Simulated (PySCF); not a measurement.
Zn(SH) (HSZn), SMILES [SH][Zn+], charge +1.

Geometry: B3LYP-D3(BJ)/def2-TZVP. The spin state was assumed, not searched. The isomer is the one that the SMILES or the coordinates give; other isomers of the formula were not compared.

All values below come from CAM-B3LYP/def2-TZVPD (PySCF).

Gas-phase values at a fixed geometry.

**Question.** Estimate the frontier levels, gap, dipole moment and polarisability. (Estimate from the structure and the level; the computed values follow.)

**Answer.** 
| Property | Value |
|---|---|
| highest occupied level | -14.62 eV |
| lowest empty level | -9.39 eV |
| orbital gap | 5.23 eV |
| dipole moment about the centre of nuclear charge | 3.74 D |
| mean static polarisability | 40.8 bohr³ (6.05 Å³) |
| polarisability, principal values | 30.6, 31.6, 60.2 bohr³ |
